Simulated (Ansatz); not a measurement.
`Sc1ccc(-c2ccc(-c3ccc(-c4ccc(-c5ccc(-c6ccc(S)cc6)cc5)cc4)cc3)cc2)cc1` with charge +1. Charge 1, multiplicity 2. Geometry PBE-D4/def2-SVP, that of the neutral singlet.

Cartesian coordinates in Å:
```
S -11.116 8.290 2.333
C -9.756 7.194 2.024
C -8.462 7.753 1.945
C -7.353 6.937 1.707
C -7.484 5.539 1.536
C -6.306 4.679 1.285
C -5.041 4.985 1.839
C -3.929 4.172 1.604
C -4.023 3.009 0.805
C -2.846 2.145 0.561
C -2.983 0.748 0.392
C -1.872 -0.069 0.166
C -0.566 0.469 0.097
C 0.611 -0.397 -0.137
C 1.868 -0.100 0.439
C 2.978 -0.920 0.222
C 2.891 -2.077 -0.585
C 4.067 -2.946 -0.814
C 4.250 -3.630 -2.038
C 5.362 -4.448 -2.254
C 6.348 -4.629 -1.257
C 7.525 -5.497 -1.485
C 7.444 -6.646 -2.305
C 8.552 -7.471 -2.523
C 9.793 -7.171 -1.924
S 11.249 -8.160 -2.144
C 9.892 -6.026 -1.103
C 8.777 -5.211 -0.891
C 6.164 -3.946 -0.032
C 5.053 -3.126 0.183
C 1.635 -2.372 -1.164
C 0.524 -1.554 -0.945
C -0.429 1.867 0.264
C -1.541 2.683 0.490
C -5.288 2.704 0.249
C -6.399 3.518 0.483
C -8.787 4.995 1.617
C -9.904 5.801 1.857
H -12.090 7.339 2.294
H -8.326 8.839 2.059
H -6.360 7.403 1.623
H -4.936 5.859 2.500
H -2.971 4.422 2.085
H -3.979 0.287 0.479
H -2.014 -1.156 0.079
H 1.970 0.783 1.088
H 3.944 -0.648 0.675
H 3.524 -3.485 -2.853
H 5.490 -4.930 -3.235
H 6.481 -6.919 -2.763
H 8.446 -8.365 -3.158
H 10.688 -9.070 -2.989
H 10.854 -5.766 -0.636
H 8.889 -4.311 -0.269
H 6.888 -4.093 0.784
H 4.926 -2.641 1.163
H 1.524 -3.275 -1.784
H -0.433 -1.807 -1.425
H 0.566 2.327 0.179
H -1.399 3.771 0.577
H -5.392 1.830 -0.411
H -7.357 3.269 0.001
H -8.928 3.908 1.518
H -10.901 5.338 1.926
```

Single mean-field runs in def2-SVP are fitted with def2-universal-jkfit.

(1) Estimate the α-spin orbital energies around the gap (eV) in Ansatz with PBE-D4/def2-SVP, PBE0-D4/def2-SVP.

## Answers

(1) 
```tsv
orbital	PBE-D4/def2-SVP	PBE0-D4/def2-SVP
HOMO−5	-8.70	-9.81
HOMO−4	-8.67	-9.80
HOMO−3	-8.49	-9.58
HOMO−2	-7.98	-8.99
HOMO−1	-7.59	-8.49
HOMO	-7.43	-8.33
LUMO	-4.82	-4.26
LUMO+1	-4.40	-3.72
LUMO+2	-3.83	-3.06
LUMO+3	-3.76	-2.99
LUMO+4	-3.74	-2.90
LUMO+5	-3.67	-2.82
β HOMO	-7.44	-7.94
β LUMO	-7.30	-7.48
```
